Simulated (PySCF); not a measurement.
Worked example: oscillator strength and radiative lifetime

CH5FO2Si2, SMILES F[Si@H]1OC[SiH2]O1.

Geometry optimised at B3LYP-D3(BJ)/def2-SVP. The structure was generated by enumeration; whether it is a known compound was not checked. The values are those of a single conformer.

TDA-PBE0/def2-SVPD (PySCF 2.14.0) puts the first singlet state with f over 0.02 at 8.55 eV (vertical), with the transition dipole (0.333, 0.105, 0.085) in atomic units.

Q: Find the oscillator strength, the wavelength and the radiative lifetime that this transition would have in vacuum if emission retraced absorption.

A: 
|μ|² = 0.1291 au, so |μ| = 0.91 D. ΔE = 8.55/27.211 = 0.3142 hartree. f = (2/3) ΔE |μ|² = 0.027 (the program prints 0.027).
λ = 1239.84/8.55 = 145 nm; ν = 68960 cm⁻¹.
Einstein's coefficient A = 0.6670 ν² f s⁻¹ (ν in cm⁻¹) = 8.6e7 s⁻¹, so τ = 1/A = 12 ns. This state is S9; the lower singlets have f = 0.016, 0.007, 0.007, 0.016, 0.008, 0.014, 0.010, 0.014. The figure is the radiative limit of this one transition; relaxation, internal conversion, crossing to triplets and a medium change what is measured.
